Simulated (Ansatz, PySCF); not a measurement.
ClH5SSi2, SMILES [SiH3]S[SiH2]Cl.

The structure is a stationary point at PBE0-D3(BJ)/def2-SVP. This is a generated structure with no PubChem entry under its InChIKey; it may be hypothetical. One conformer was computed; it need not be the lowest.

Vertical ionisation energy (IE) and electron affinity (EA) in eV. Rows of orbital energies are one-electron estimates. Where ΔSCF, EOM or ADC give a negative EA the extra electron is unbound and the value depends on the basis.

| level | IE | EA |
|---|---|---|
| −ε(HOMO), −ε(LUMO), ωB97X/def2-TZVP (PySCF) | 10.12 | -1.73 |
| −ε(HOMO), −ε(LUMO), PBE/def2-TZVP (PySCF) | 6.59 | 1.21 |
| ΔSCF, PBE0/def2-SVPD (Ansatz), final states of multiplicity 2 and 2 | [?] | [?] |
| ΔSCF, PBE/def2-SVPD (Ansatz), final states of multiplicity 2 and 2 | 9.54 | -0.64 |

Problem. Complete the blanks. (The exact figures need the calculation; the answer reports its results.)

Solution. 
- ΔSCF, PBE0/def2-SVPD (Ansatz, a program for electronic structure), final states of multiplicity 2 and 2, IE: 9.77
- ΔSCF, PBE0/def2-SVPD (Ansatz), final states of multiplicity 2 and 2, EA: -0.85

Problem. What vertical singlet–triplet gap does ΔSCF give with PBE0/def2-SVPD (Ansatz) and with PBE/def2-SVPD (Ansatz)? (An estimate is asked for; the answer gives what the named calculation found.)

Solution. 5.72 and 5.37 eV (triplet above singlet where positive).
